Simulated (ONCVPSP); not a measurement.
# u(r) = r·R(r): atom against pseudo-atom (S)

Columns: radius, all-electron u(r) and pseudo u(r) of the 3p shell (level -6.98 eV) of sulfur in the configuration [Ne] 3s2 3p4; PBEsol, scalar-relativistic, ONCV scheme, ONCVPSP 4.0.1.

```csv
r (bohr),all-electron,pseudo
0.080,-0.1206,0.0053
0.160,-0.2644,0.0209
0.240,-0.3281,0.0460
0.320,-0.3133,0.0798
0.400,-0.2441,0.1212
0.480,-0.1436,0.1689
0.560,-0.0289,0.2218
0.640,0.0883,0.2782
0.720,0.2006,0.3366
0.800,0.3036,0.3948
0.880,0.3953,0.4513
0.960,0.4748,0.5045
1.040,0.5423,0.5535
1.120,0.5978,0.5976
1.200,0.6421,0.6365
1.280,0.6760,0.6697
1.360,0.7006,0.6961
1.440,0.7170,0.7150
1.520,0.7263,0.7259
1.600,0.7294,0.7294
1.680,0.7273,0.7273
1.760,0.7208,0.7208
1.840,0.7107,0.7107
1.920,0.6976,0.6976
2.000,0.6821,0.6821
2.080,0.6647,0.6647
```

**Question.** How many radial nodes do the two functions have?

**Answer.** The all-electron 3p function has n − l − 1 = 1; the pseudo-wave has 0, since the states of the same l below it are removed with the core.

**Question.** At about which radius was the pseudo-wave matched?

**Answer.** 1.60 bohr, where the columns begin to agree (steps of 0.08 bohr).

**Question.** Where does each function peak?

**Answer.** Outermost all-electron maximum near 1.60 bohr, pseudo maximum near 1.60 bohr (to the table’s step).

**Question.** Is the pseudo-wave norm-conserving?

**Answer.** Yes: the ONCV scheme keeps the norm inside the radius equal to the all-electron one, which fixes the energy derivative of the logarithmic derivative at the level.
